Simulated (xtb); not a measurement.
H₃O₃Si, SMILES O[Si](O)O (connectivity only; charge and spin as stated), charge +1, multiplicity 1. All values are semi-empirical tight-binding results from xtb (GFN2-xTB unless named), good for trends rather than for accurate numbers. Geometry: GFN2-xTB. The multiplicity is an assumed one; other spin states were not compared. The isomer is the one that the SMILES or the coordinates give; other isomers of the formula were not compared. The values are those of a single conformer.

Optimised geometry:

Bonds (Å): O1–Si2 1.557, O1–H5 0.962, Si2–O3 1.565, Si2–O4 1.557, O3–H6 0.960, O4–H7 0.959. Angles (°): Si2–O1–H5 132.1, O1–Si2–O3 118.5, O1–Si2–O4 111.8, O3–Si2–O4 129.7, Si2–O3–H6 136.4, Si2–O4–H7 139.2.
Charge +1, spin multiplicity 1.

```json
{
 "point_group_as_xtb_finds_it": "Cs",
 "orbital_gap": "8.15 eV",
 "zero_point_energy": "25.0 kcal/mol",
 "G − E(el) at 298.15 K (modified RRHO)": "7.2 kcal/mol",
 "static polarisability (D4 model)": "49.1 bohr³",
 "solvation energy, GFN2-xTB/ALPB(water)": "-69.6 kcal/mol",
 "solvation energy, GFN2-xTB/ALPB(methanol)": "-60.3 kcal/mol"
}
```

Computed atomic charges and the Wiberg bond orders between heavy atoms:
charges (e) O1 -0.27, Si2 0.65, O3 -0.30, O4 -0.28, H5 0.40, H6 0.39, H7 0.40. Bond orders O1–Si2 1.51, Si2–O3 1.48, Si2–O4 1.51.
